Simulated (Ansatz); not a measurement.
Start from `BC(=C)S` and change one atom or group to get `BC(=C)Br`.

Ansatz, PBE0-D4/def2-TZVP geometries, multiplicity 1. Each molecule was computed in one conformer, which needn't be the lowest.

Scalar relativity is left out up to krypton.

```json
{"property": "HOMO energy (PBE/def2-TZVPP) / eV", "`BC(=C)S`": "-5.70"}
{"property": "size of the dipole moment (B3LYP/def2-TZVPP) / D", "`BC(=C)S`": "0.51"}
{"property": "HOMO energy (ωB97M-V/def2-TZVPP) / eV", "`BC(=C)S`": "-8.82"}
{"property": "HOMO energy (B3LYP/def2-TZVPP) / eV", "`BC(=C)S`": "-6.51"}
{"property": "HOMO–LUMO gap (PBE0/def2-TZVPP) / eV", "`BC(=C)S`": "4.44"}
{"property": "ideal-gas entropy at 298 K and 1 bar (rigid rotor, harmonic PBE0-D4/def2-TZVP) / J/(mol·K)", "`BC(=C)S`": "307"}
```

(1) Give the same properties after the change, and the shifts. (An estimate is asked.)

Results:

(1) Ansatz gave: 
```
                                                                                  property  `BC(=C)Br`  shift
                                                         HOMO energy (PBE/def2-TZVPP) / eV       -6.56  -0.86
                                          size of the dipole moment (B3LYP/def2-TZVPP) / D        1.79   1.28
                                                     HOMO energy (ωB97M-V/def2-TZVPP) / eV       -9.80  -0.98
                                                       HOMO energy (B3LYP/def2-TZVPP) / eV       -7.42  -0.91
                                                      HOMO–LUMO gap (PBE0/def2-TZVPP) / eV        5.12   0.68
ideal-gas entropy at 298 K and 1 bar (rigid rotor, harmonic PBE0-D4/def2-TZVP) / J/(mol·K)         309      2
```

With PBE0 the HOMO falls by 0.93 eV and the LUMO falls by 0.24 eV, so the gap widens by about 0.69 eV. PBE moves the HOMO by -0.86 eV and ωB97M-V by -0.98 eV. The zero-point energy changes by -24.3 kJ/mol with -3 modes. Dipoles are sizes alone; their direction can turn.

B3LYP here is the variant with VWN-RPA as its local correlation; programs differ in this.

Spin–orbit coupling is left out; it splits and shifts lone-pair levels of the heavy atoms by tenths of an eV.
